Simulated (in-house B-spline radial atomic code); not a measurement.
A fraction x of an electron is removed from 3d in Sc⁺, starting from [Ar] 3d1 4s1 and keeping the highest spin. Level of theory: non-relativistic LDA exchange-only, spin-polarised, spherical fractional occupations, point nucleus; calculated with an all-electron radial atomic-structure program (B-spline basis).

```json
{"x": "0", "E(x) - E(0) (eV)": "0.0000", "3d up level (eV)": "-9.666"}
{"x": "0.07", "E(x) - E(0) (eV)": "0.7028", "3d up level (eV)": "-10.416"}
{"x": "0.24", "E(x) - E(0) (eV)": "2.6333", "3d up level (eV)": "-12.313"}
{"x": "0.35", "E(x) - E(0) (eV)": "4.0578", "3d up level (eV)": "-13.594"}
{"x": "0.46", "E(x) - E(0) (eV)": "5.6254", "3d up level (eV)": "-14.915"}
{"x": "0.5", "E(x) - E(0) (eV)": "?", "3d up level (eV)": "?"}
{"x": "0.61", "E(x) - E(0) (eV)": "8.0016", "3d up level (eV)": "-16.778"}
{"x": "0.63", "E(x) - E(0) (eV)": "8.3397", "3d up level (eV)": "-17.032"}
{"x": "0.8", "E(x) - E(0) (eV)": "11.4211", "3d up level (eV)": "-19.234"}
{"x": "0.9", "E(x) - E(0) (eV)": "?", "3d up level (eV)": "?"}
{"x": "1", "E(x) - E(0) (eV)": "15.5353", "3d up level (eV)": "-"}
```

Task: What belongs in the row x = 0.5?

Result: An energy change of 6.2318 eV; 3d up at -15.405 eV.

Task: What belongs in the row x = 0.9?

Result: An energy change of 13.4108 eV; 3d up at -20.567 eV.

Task: Check Janak's theorem between x = 0.07 and 0.24.

Result: The slope of the energy is 11.36 eV; the orbital levels give 11.36 eV (-ε of the emptying orbital, averaged over the two points).
